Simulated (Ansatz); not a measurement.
Stepwise reaction of `CN[SiH](O)O` with hydrogen, as a gas-phase model of exchange steps in deposition or etching. ΔE in kJ/mol.

Computed with Ansatz on PBE0-D4/def2-TZVP structures; ΔE is electronic, products minus reactants. CBS: MP2 limit from def2 TZ/QZ plus the TZ coupled-cluster correction, frozen cores. This one scheme is used for every species. DFT in def2-TZVPP. B3LYP here is the variant with VWN-RPA as its local correlation; programs differ in this. One conformer a species, not always the lowest.

```json
{"step": "1", "reaction": "`CN[SiH](O)O` + H₂ → `CN[SiH2]O` + H₂O", "PBE-D4": "92.5", "B3LYP-D4": "100.1", "ωB97M-V": "101.0", "CCSD(T)/CBS": "98.6"}
{"step": "2", "reaction": "`CN[SiH2]O` + H₂ → `CN[SiH3]` + H₂O", "PBE-D4": "84.9", "B3LYP-D4": "89.9", "ωB97M-V": "90.9", "CCSD(T)/CBS": "88.3"}
```

(1) By hand: ΔE of the 2 steps together at CCSD(T)/CBS.

Results:

(1) (98.6) + (88.3) = 186.9 kJ/mol, or 93.4 kJ/mol a step.

In ΔE each step is lower than the one before. All are uphill at CCSD(T)/CBS. PBE-D4 differs from CCSD(T)/CBS by -6.1 to -3.4 kJ/mol a step. Isolated molecules leave out the surface, adducts and barriers. Largest T1 diagnostic: 0.011.
